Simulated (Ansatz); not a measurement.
Reaction (ligand exchange at the Si–Te bond): `O[SiH]([SiH3])[TeH]` + silanol → `O[SiH]([SiH3])O[SiH3]` + H₂Te

Gas-phase electronic energies from Ansatz, PBE0-D4/def2-TZVP geometries. CCSD(T)/CBS is the MP2 limit (def2-TZVPP, def2-QZVPP) plus CCSD(T) − MP2 in def2-TZVPP, frozen cores. Functionals use def2-TZVPP. B3LYP here is the variant with VWN-RPA as its local correlation; programs differ in this. HSE06 is defined as in plane-wave codes. Elements past krypton have def2 core potentials. For Te outer-core shells are correlated without core-valence functions, which leaves a few kJ/mol of doubt a bond. Each species was taken in one conformer, which may not be the lowest.

```csv
level,ΔE (kJ/mol),difference from CCSD(T)/CBS
LDA (SPW92),-42.3,7.0
PBE-D4,-35.7,13.6
revPBE-D4,-36.9,12.4
BLYP-D4,-53.4,-4.1
r2SCAN-D4,-49.9,-0.6
B97M-V,-61.3,-12.0
PBE0-D4,-41.3,8.0
B3LYP-D4,-56.8,-7.5
r2SCANh-D4,-50.4,-1.1
r2SCAN0-D4,-51.2,-1.9
HSE06-D4,-40.5,8.8
BHLYP-D4,-63.0,-13.7
CAM-B3LYP-D4,-66.2,-16.9
ωB97X-V,-56.6,-7.3
ωB97M-V,-55.5,-6.2
PBE-QIDH,-46.7,2.6
PBE,-35.5,13.8
revPBE,-33.5,15.8
BLYP,-53.2,-3.9
r2SCAN,-49.3,0.0
PBE0,-41.1,8.2
B3LYP,-57.1,-7.8
r2SCAN0,-50.6,-1.3
BHLYP,-65.7,-16.4
CAM-B3LYP,-66.1,-16.8
LC-ωPBE,-52.3,-3.0
RPA@PBE/def2-TZVPP,-61.5,-12.2
HF/def2-SVP,-71.3,-22.0
MP2/def2-SVP,-54.0,-4.7
CCSD/def2-SVP,-61.4,-12.1
CCSD(T)/def2-SVP,-59.1,-9.8
HF/def2-TZVPP,-76.0,-26.7
SCS-MP2/def2-TZVPP,-57.0,-7.7
CCSD/def2-TZVPP,-61.8,-12.5
CCSD(T)/def2-TZVPP,-57.6,-8.3
HF/def2-QZVPP,-78.2,-28.9
MP2/def2-QZVPP,-44.4,4.9
SCS-MP2/def2-QZVPP,-53.3,-4.0
MP2/CBS(def2),-40.1,9.2
CCSD/CBS(def2),-53.5,-4.2
CCSD(T)/CBS,-49.3,0
```

Q: What do rigid-rotor, harmonic-oscillator terms from PBE0-D4/def2-TZVP frequencies (298.15 K, 1 bar) make of the CCSD(T)/CBS value? (Best estimate.)

A: Computed: ΔZPE = -9.0 kJ/mol, ΔH = -57.4 kJ/mol, ΔS = 1 J/(mol·K), ΔG = -57.8 kJ/mol. Modes under 50 cm⁻¹ make the entropy rough.

Largest T1 diagnostic among the species: 0.013.

In def2-TZVPP, CCSD(T) changes the Hartree–Fock value by +18.4 kJ/mol (the triples alone add +4.2 kJ/mol) and MP2 by +27.6 kJ/mol. Leaving LDA and LC-ωPBE aside and taking each functional with its dispersion term where it has one, the values spread over 30.5 kJ/mol, from CAM-B3LYP-D4 to PBE-D4. LDA lies −6.8 kJ/mol from PBE without D4. From PBE to PBE0 (25 % exact exchange), in def2-TZVPP and without D4, ΔE moves by −5.6 kJ/mol.
